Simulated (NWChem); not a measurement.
# C$_{2}$H$_{6}$OSi$_{2}$; SMILES O=C1C[SiH2][SiH2]1

```xyz
11

O      0.4088    -2.2367     0.3100
C      0.2303    -1.1136    -0.0717
C      1.3171    -0.1031    -0.4395
Si     0.4414     1.4807     0.2116
Si    -1.3832     0.0366    -0.0858
H      2.3244    -0.3972    -0.1061
H      1.3255    -0.0095    -1.5431
H      0.6298     2.6898    -0.6408
H      0.7765     1.7808     1.6347
H     -1.9871     0.1167    -1.4527
H     -2.4391    -0.2300     0.9335
```
Atoms are numbered in this order, from 1.

Program: NWChem. Pople sets run with spherical d functions. The geometry was optimised at PBE0/def2-SVP. Ions are spin-unrestricted doublets at the neutral geometry; other ion states weren't tried.

Q: Taking CAM-B3LYP/6-311G** as the yardstick, which of these has the fewest basis functions while keeping “vertical ionisation energy, ΔSCF (eV)” within 0.05 eV of it: CAM-B3LYP/6-31+G*; CAM-B3LYP/STO-3G; CAM-B3LYP/3-21G; CAM-B3LYP/6-31G*?

A: none of them.
| level | basis functions | vertical ionisation energy, ΔSCF (eV) | relative time (rough) |
|---|---|---|---|
| CAM-B3LYP/STO-3G | 39 | 5.97 | 1 |
| CAM-B3LYP/3-21G | 65 | 8.52 | 2 |
| CAM-B3LYP/6-31G* | 90 | 8.54 | 6 |
| CAM-B3LYP/6-31+G* | 110 | 8.75 | 9 |
| CAM-B3LYP/6-311G** | 142 | 8.67 | 20 |

The yardstick is one finite set, not the basis-set limit.
